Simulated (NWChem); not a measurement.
System: ZnNH$_{2}$Br; SMILES [NH2][Zn][Br]

```xyz
5

Zn     0.0020     0.8246    -0.0192
Br    -0.0006    -1.4125     0.0109
N     -0.0042     2.6388     0.1046
H     -0.8233     3.1105    -0.2728
H      0.8140     3.1185    -0.2647
```
Atoms are numbered in this order, from 1.

All runs: NWChem. The geometry was optimised at PBE0/def2-SVP. Ions are spin-unrestricted doublets at the neutral geometry; other ion states weren't tried.

Q: What does the run give for CAM-B3LYP/def2-SVP? Quantities: vertical ionisation energy, ΔSCF (eV); −ε(HOMO) (eV).

A: 
| Property | Result |
|---|---|
| vertical ionisation energy, ΔSCF (eV) | 9.43 |
| −ε(HOMO) (eV) | 8.27 |
